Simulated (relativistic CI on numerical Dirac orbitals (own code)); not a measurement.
**Electric-dipole transitions in Pm LVII**

Calculated at this level of theory: Dirac-Coulomb-Breit CI, separate exchange-only KLI orbitals for each configuration, model QED (radiative potential, 1s self-energy scaled to tabulated hydrogen-like ionisation energies), unscaled Slater integrals (own radial code, finite nucleus).

CI space (outside the closed core 1s2): 2s²2p, 2s2p², 2p³, 2p²3s, 2p²3p, 2p²3d, 2s²3s, 2s²3p, 2s²3d, 2s2p3s, 2s2p3p, 2s2p3d, 2s²4s, 2s²4p, 2s²4d, 2s²4f. Levels of other configurations are missing.

| λ vac (nm) | Lower | Upper | A (s⁻¹) | E lower (Ry) | E upper (Ry) |
| --- | --- | --- | --- | --- | --- |
| 0.17080 | 2s2p² ⁴P5/2 [9] | 2p²3p ⁴D°7/2 [111] | 2.08e+14 | 101.680 | 635.214 |
| 0.17113 | 2s2p² ²D5/2 [5] | 2p²3p ²F°7/2 [85] | 1.90e+14 | 57.853 | 590.344 |
| 0.17159 | 2s²2p ²P°1/2 [1] | 2s2p3p ²D3/2 [30] | 2.02e+14 | 0.000 | 531.081 |
| 0.17422 | 2s2p² ⁴P3/2 [4] | 2s2p3d ⁴P°3/2 [65] | 3.18e+14 | 55.212 | 578.266 |
| 0.17428 | 2s²2p ²P°1/2 [1] | 2s²3d ²D3/2 [25] | 6.12e+14 | 0.000 | 522.866 |
| 0.17431 | 2s2p² ⁴P3/2 [4] | 2s2p3d ⁴D°5/2 [63] | 1.92e+14 | 55.212 | 578.011 |
| 0.17476 | 2s2p² ²D3/2 [7] | 2s2p3d ²F°5/2 [76] | 6.27e+14 | 62.165 | 583.592 |
| 0.17497 | 2s2p² ⁴P1/2 [2] | 2s2p3d ⁴D°1/2 [36] | 4.40e+14 | 14.517 | 535.341 |
| 0.17509 | 2s2p² ⁴P3/2 [4] | 2p²3p ⁴D°3/2 [60] | 3.34e+14 | 55.212 | 575.678 |
| 0.17513 | 2s2p² ²D5/2 [5] | 2s2p3d ⁴F°7/2 [64] | 6.63e+14 | 57.853 | 578.198 |
| 0.17518 | 2s2p² ⁴P1/2 [2] | 2s2p3d ²P°3/2 [35] | 7.99e+14 | 14.517 | 534.695 |
| 0.17526 | 2p³ ⁴S°3/2 [12] | 2p²3d ⁴D5/2 [115] | 3.07e+14 | 119.797 | 639.752 |
| 0.17531 | 2p³ ⁴S°3/2 [12] | 2p²3d ²D3/2 [114] | 5.25e+14 | 119.797 | 639.615 |
| 0.17569 | 2s2p² ²D5/2 [5] | 2p²3p ²F°5/2 [62] | 3.62e+14 | 57.853 | 576.537 |
| 0.17575 | 2p³ ²D°5/2 [13] | 2p²3d ²F7/2 [116] | 7.04e+14 | 121.398 | 639.907 |
| 0.17580 | 2p³ ²D°5/2 [13] | 2p²3d ⁴D5/2 [115] | 3.60e+14 | 121.398 | 639.752 |
| 0.17586 | 2p³ ²P°3/2 [8] | 2p²3d ²P1/2 [95] | 8.63e+14 | 77.482 | 595.658 |
| 0.17604 | 2s2p² ⁴P1/2 [2] | 2p²3p ²P°1/2 [33] | 7.65e+14 | 14.517 | 532.154 |
| 0.17607 | 2p³ ²P°3/2 [8] | 2p²3d ²D3/2 [94] | 7.19e+14 | 77.482 | 595.041 |
| 0.17620 | 2p³ ²P°3/2 [8] | 2p²3d ²D5/2 [93] | 8.08e+14 | 77.482 | 594.669 |
| 0.17640 | 2s²2p ²P°1/2 [1] | 2s2p3p ⁴D3/2 [22] | 2.47e+14 | 0.000 | 516.583 |
| 0.17646 | 2s²2p ²P°3/2 [3] | 2s2p3p ²D5/2 [47] | 1.87e+14 | 45.119 | 561.524 |
| 0.18799 | 2s2p² ⁴P5/2 [9] | 2s2p3d ²F°7/2 [79] | 2.40e+14 | 101.680 | 586.433 |
| 0.18930 | 2s²2p ²P°3/2 [3] | 2s²3d ²D5/2 [26] | 7.18e+14 | 45.119 | 526.512 |
| 0.18949 | 2s2p² ⁴P3/2 [4] | 2s2p3d ⁴P°5/2 [37] | 6.33e+14 | 55.212 | 536.124 |
| 0.18954 | 2s2p² ⁴P5/2 [9] | 2s2p3d ²F°7/2 [74] | 1.01e+15 | 101.680 | 582.470 |
| 0.18980 | 2s2p² ⁴P5/2 [9] | 2s2p3d ²D°5/2 [72] | 5.18e+14 | 101.680 | 581.801 |
| 0.18984 | 2s2p² ²D5/2 [5] | 2s2p3d ⁴F°7/2 [38] | 6.91e+14 | 57.853 | 537.864 |
| 0.18997 | 2s2p² ²S1/2 [10] | 2s2p3d ²P°3/2 [81] | 4.88e+14 | 108.025 | 587.706 |
| 0.18998 | 2p³ ²P°3/2 [15] | 2p²3d ²D5/2 [125] | 6.29e+14 | 167.621 | 647.288 |
| 0.19009 | 2s2p² ²P3/2 [11] | 2s2p3d ²D°5/2 [80] | 1.01e+15 | 108.107 | 587.497 |
| 0.19036 | 2p³ ⁴S°3/2 [12] | 2p²3d ²D5/2 [100] | 6.77e+14 | 119.797 | 598.513 |
| 0.19079 | 2p³ ²P°3/2 [15] | 2p²3d ²D3/2 [124] | 9.42e+14 | 167.621 | 645.254 |
| 0.19081 | 2p³ ²D°5/2 [13] | 2p²3d ²F7/2 [101] | 1.11e+15 | 121.398 | 598.982 |
| 0.19084 | 2p³ ⁴S°3/2 [12] | 2p²3d ²F5/2 [99] | 4.80e+14 | 119.797 | 597.311 |
| 0.19088 | 2p³ ⁴S°3/2 [12] | 2p²3d ²P3/2 [97] | 4.68e+14 | 119.797 | 597.194 |
| 0.19096 | 2p³ ²P°3/2 [15] | 2p²3d ²D5/2 [123] | 8.42e+14 | 167.621 | 644.826 |
| 0.19100 | 2p³ ²D°5/2 [13] | 2p²3d ²D5/2 [100] | 3.62e+14 | 121.398 | 598.513 |
| 0.19119 | 2s2p² ²P1/2 [6] | 2s2p3d ²D°3/2 [40] | 5.37e+14 | 62.068 | 538.704 |
| 0.19124 | 2s2p² ²D3/2 [7] | 2s2p3d ²F°5/2 [39] | 5.56e+14 | 62.165 | 538.680 |
| 0.19126 | 2p³ ²P°3/2 [8] | 2p²3d ²D5/2 [43] | 6.70e+14 | 77.482 | 553.945 |
| 0.19200 | 2p³ ²P°1/2 [14] | 2p²3d ²D3/2 [102] | 6.49e+14 | 124.699 | 599.327 |
| 0.54371 | 2s²3p ²P°3/2 [24] | 2s²4d ²D5/2 [130] | 7.23e+13 | 519.354 | 686.956 |
| 0.55265 | 2s²3d ²D3/2 [25] | 2s²4f ²F°5/2 [131] | 1.41e+14 | 522.866 | 687.758 |
| 0.56254 | 2s²3d ²D5/2 [26] | 2s²4f ²F°7/2 [132] | 1.46e+14 | 526.512 | 688.503 |

Terms are leading LS components. Brackets give the number of a level in order of energy, since labels repeat. The list gives strong lines, with weight on those to low levels, without lines whose two gauges differ by over a factor of 2.5. Levels whose partners in the same complex of configurations lie outside the list can be far off, and so can their lines. Rates are taken at the computed energies, electric ones in the length gauge.

At this charge energies of transitions that change n are usually good to better than 1 %, and those within a shell (Δn = 0) to a few per cent.

(1) From the table, what is the radiative lifetime of 2p²3d ⁴D5/2?

## Answers

(1) The listed rates from this level add up to about 6.68e+14 s⁻¹, 98 % of its decay; with all channels τ = 1.46e-15 s.

LS names give the leading component of a level, which can be under half, so a name can repeat, a term be missing and a line seem to break the LS rules.
